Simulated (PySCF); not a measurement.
M06-2X on In³⁺ (indium, charge +3)

Configuration: [Kr] 4d10, closed-shell 1S. Calculation: PySCF 2.14, in aug-cc-pwCVTZ-DK3 (10s9p7d4f1g, 109 functions); the spin-free X2C one-electron Hamiltonian (Gaussian nucleus).

- Total energy: -5879.33 hartree
- One-electron energy: -8041.04 hartree
- Hartree (Coulomb) energy: 2322.90 hartree
- Exchange-correlation energy: -161.19 hartree
- ⟨S²⟩: 0.0000
- ⟨L²⟩: 0.000
- Sum of ⟨r⟩: 25.70 bohr
- Sum of ⟨r²⟩: 25.51 bohr²
- Langevin diamagnetic susceptibility: -20.2 ×10⁻⁶ cm³/mol
- Time after the integrals: roughly 7 core-seconds

```tsv
shell	electrons	mean orbital energy (hartree)	rms radius, mean of both spins (bohr)
1s	2	-1026.01121	0.0342
2s	2	-156.05470	0.139
2p	6	-140.37919	0.124
3s	2	-31.06954	0.372
3p	6	-25.89498	0.373
3d	10	-17.74830	0.352
4s	2	-5.88547	0.906
4p	6	-4.29926	0.986
4d	10	-1.94617	1.25
```

Densities and radii are taken from the X2C orbitals without a picture-change correction, which distorts them close to the nucleus.
